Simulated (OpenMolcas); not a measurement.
A calculation on Ag2+.

```yaml
Program: OpenMolcas 26.06
Method: "SS-CASPT2, IPEA 0.25 Eh, imaginary shift 0.1 Eh (closed shells correlated: 4s 4p)"
Basis: ANO-RCC-VQZP [8s7p5d3f2g1h]
Scalar_Hamiltonian: DKH2, point nucleus
Active_space: 9 electrons in 6 orbitals (4d 5s)
State_averaging: 2S+1 = 2 even, 29 roots; 2S+1 = 4 even, 10 roots kept (CI in the orbitals of an earlier block)
Spin-orbit_coupling: state interaction with AMFI integrals over the reference wave functions, term energies averaged over their components
```

(1) Which level of the active space comes out lowest?

(2) How high does 4d⁸ 5s ⁴P_1/2 lie?

(3) How high does 4d⁹ ²D_3/2 lie?

(4) How high does 4d⁸ 5s ⁴F_9/2 lie?

(5) The level at 74930 cm⁻¹ has J = 3/2. What is it made of, and what is its g factor?

Measured values: Moore, Atomic Energy Levels, vol. III, NSRDS-NBS 35 (1971 reprint of NBS Circular 467, 1958).

Answers

(1) 4d⁹ ²D_5/2, with 100 % of that term; it is also the measured ground level.

(2) 77080 cm⁻¹ above the lowest level.

(3) 4700 cm⁻¹ above the lowest level; measured 4607 cm⁻¹ above the ground level, so the calculation is off by +2 %.

(4) 60750 cm⁻¹ above the lowest level; measured 63250 cm⁻¹ above the ground level, so the calculation is off by -4 %.

(5) 50 % 4d⁸ 5s ⁴P_3/2, 36 % 4d⁸ 5s ²D, 9 % 4d⁸ 5s ²P; g = 1.291, against 1.735 from Landé's formula for the pure leading term.

CASPT2 breaks the degeneracy within a term, and the mean is taken; among the terms shown or strongly mixed into the levels shown the widest spread is 670 cm-1 (4d⁸ 5s ⁴F). Terms from blocks run as CI alone lack orbitals of their own. A single d shell beside an s shell can misplace configurations of different d count against each other. Measured partners are found by configuration, term and J. A level has none where our copy of the source lacks it or the pairing is in doubt (some pairs that miss far off the trend of their configuration count as doubtful), and it then counts in no deviation. Levels of configurations outside the active space are missing.
